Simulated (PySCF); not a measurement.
Geometry:
| atom | x (Å) | y (Å) | z (Å) |
| --- | --- | --- | --- |
| B1 | 0.426 | -1.322 | 1.017 |
| H2 | 0.805 | -1.874 | 2.027 |
| H3 | 0.145 | -2.012 | 0.065 |
| S4 | -1.086 | -0.188 | 1.504 |
| B5 | -1.788 | 0.491 | -0.186 |
| H6 | -1.974 | -0.421 | -0.960 |
| H7 | -2.741 | 1.196 | 0.064 |
| S8 | -0.451 | 1.601 | -1.020 |
| B9 | 1.233 | 0.685 | -1.212 |
| H10 | 1.018 | -0.228 | -1.976 |
| H11 | 2.054 | 1.506 | -1.559 |
| S12 | 1.776 | -0.002 | 0.532 |
| H13 | -1.991 | -1.171 | 1.702 |
| H14 | -0.187 | 2.528 | -0.069 |
| H15 | 2.728 | -0.865 | 0.115 |

Geometry: PBE0-D3(BJ)/def2-SVP; GIAO shifts from PySCF, gas phase, non-relativistic, averaged over equivalent atoms.

At KT2/pcSseg-1 (168 basis functions, 20 s wall time on 1 thread of an Arm Neoverse V2, shared host):
```
              atoms  δ (ppm)
           B1/B5/B9    -20.4
H2/H3/H6/H7/H10/H11     3.15
        H13/H14/H15     2.17
          S4/S8/S12   -120.0
```

Referencing at the same level of theory: BF3·OEt2 for $^{11}$B (σ = 99.90 ppm); TMS for $^{1}$H (σ = 31.18 ppm); $^{33}$S (σ = 518.69 ppm) against CS2.

**Question.** Estimate the result of repeating the calculation with PBE0/pcSseg-1.

**Answer.** 
```tsv
atoms	δ at PBE0/pcSseg-1	change
B1/B5/B9	-20.7	-0.3
H2/H3/H6/H7/H10/H11	3.05	-0.10
H13/H14/H15	2.14	-0.03
S4/S8/S12	-148.5	-28.5
```

References, each an isolated molecule treated in the same way: $^{11}$B (100.73 ppm) vs BF3·OEt2; TMS for $^{1}$H (31.27 ppm); CS2 for $^{33}$S (495.66 ppm).

The largest change is at S4/S8/S12 (sulfur bonded to 2 B, H). Cost: 168 basis functions, 21 s wall time on 1 thread of an Arm Neoverse V2, shared host.

The averaged S atoms aren't alike in the static structure (σ from 622 to 647 ppm); the average presumes fast exchange among these sites.
